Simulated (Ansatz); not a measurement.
Geometry optimisation, RHF/def2-SVP (Ansatz).

The input (input.yaml):

```yaml
crystal:
  periodic: [false, false, false]
  atoms:
    - { symbol: Si, position_ang: [0.0, 0.0, 0.0] }
    - { symbol: H, position_ang: [0.0, 0.0, 1.81] }
    - { symbol: Cl, position_ang: [2.0086, 0.0, -0.7093] }
    - { symbol: H, position_ang: [-0.6877, 1.1914, -0.4862] }
    - { symbol: H, position_ang: [-0.6877, -1.1914, -0.4862] }
    - { symbol: Br, position_ang: [1.3688, 2.0643, 0.823] }
    - { symbol: H, position_ang: [0.5179, 0.781, 1.9196] }
basis:
  gaussian: { orbitals: def2-SVP }
hamiltonian:
  xc: hf
relax:
  f_tol: 0.15
  max_steps: 25
  restrain:
    - { distance: [0, 5], at: 2.31, k: 30.0 }
    - { distance: [6, 1], at: 0.66, k: 30.0 }
    - { distance: [0, 1], at: 2.66, k: 30.0 }
    - { distance: [6, 5], at: 2.75, k: 30.0 }
```

Launched with:

```bash
$ ansatz run input.yaml --threads 1 --pin off --max-ram 2048MiB --backend cpu --events-out ev --progress --plain --runs-dir out
```

Problem. Where does it end, and by what steps?

Solution. It converged. The restraints hold the end off the free minimum. After 14 steps the energy has fallen by 4.951 eV (the restraints' own energy left out); H5 moved furthest, 1.31 Å. Joined: H2–H7 (0.94 → 0.71 Å).

| step | energy less start (eV) | largest force component (eV/Å) | accepted |
| --- | --- | --- | --- |
| 0 | 0.0000 | 3.861 | yes |
| 1 | -0.5609 | 3.486 | yes |
| 2 | -1.0752 | 3.792 | yes |
| 3 | -2.3076 | 2.512 | yes |
| 4 | -3.1246 | 1.611 | yes |
| 5 | -3.7460 | 1.168 | yes |
| 6 | -4.2705 | 0.698 | yes |
| 7 | -4.6355 | 0.728 | yes |
| 8 | -4.8051 | 0.874 | yes |
| 9 | -4.8035 | 1.135 | yes |
| 10 | -4.8308 | 1.216 | yes |
| 11 | -4.8918 | 1.001 | yes |
| 12 | -4.9242 | 1.354 | yes |
| 13 | -4.9683 | 1.156 | yes |
| 14 | -4.9509 | 1.454 | yes |

```xyz
7
Properties=species:S:1:pos:R:3
Si 0.113 0.580 -0.372
H 0.599 -0.526 2.015
Cl 1.762 -0.612 -0.662
H -0.306 1.096 -1.679
H -0.954 -0.172 0.289
Br 0.647 2.401 0.896
H 0.659 0.078 2.383
```

Time of the run: 21 s on 1 thread of Intel(R) Xeon(R) 6975P-C (Granite Rapids), with other jobs on the host, peak memory 0.2 GiB.
